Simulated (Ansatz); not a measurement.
Geometry optimisation, RHF/def2-SVP in Ansatz.

The input (input.yaml):

```yaml
crystal:
  periodic: [false, false, false]
  atoms:
    - { symbol: W, position_ang: [-0.081286, -0.127002, -0.04105] }
    - { symbol: F, position_ang: [0.041209, 0.382914, 1.737687] }
    - { symbol: F, position_ang: [1.442943, -1.049687, 0.460189] }
    - { symbol: Cl, position_ang: [-1.272055, 1.86835, -0.225477] }
    - { symbol: H, position_ang: [-1.631883, -0.42172, 0.422871] }
    - { symbol: F, position_ang: [-0.591411, -1.719877, -0.807238] }
    - { symbol: Cl, position_ang: [0.783054, 0.464962, -2.08658] }
    - { symbol: Br, position_ang: [2.51305, 2.335436, 1.163679] }
    - { symbol: H, position_ang: [1.67348, 1.668323, 2.196019] }
basis:
  gaussian: { orbitals: def2-SVP }
hamiltonian:
  xc: hf
relax:
  f_tol: 0.03
  max_steps: 50
output:
  orbitals: {}
```

Launched with:

```bash
$ ansatz run input.yaml --threads 4 --pin off --max-ram 5120MiB --backend cpu --events-out ev --progress --plain --runs-dir out
```

Where does it end, and by what steps?

It converged. After 7 steps the energy has fallen by 0.165 eV; H9 moved furthest, 0.64 Å.

```tsv
step	energy less start (eV)	largest force component (eV/Å)	accepted
0	0.0000	1.325	yes
1	-0.1353	0.166	yes
2	-0.1522	0.276	yes
3	-0.1601	0.160	yes
4	-0.1628	0.090	yes
5	-0.1638	0.041	yes
6	-0.1643	0.104	yes
7	-0.1652	0.023	yes
```

```xyz
9
Properties=species:S:1:pos:R:3
W -0.184 -0.223 -0.104
F -0.033 0.302 1.657
F 1.335 -1.154 0.393
Cl -1.364 1.779 -0.305
H -1.739 -0.516 0.359
F -0.687 -1.793 -0.910
Cl 0.734 0.415 -2.113
Br 2.720 2.547 1.342
H 2.095 2.045 2.501
```

Whether the end is a true minimum wasn't checked by a vibrational analysis.

Time of the run: 25 s on 4 threads of Arm Neoverse V1 (shared host), peak memory 0.53 GiB.
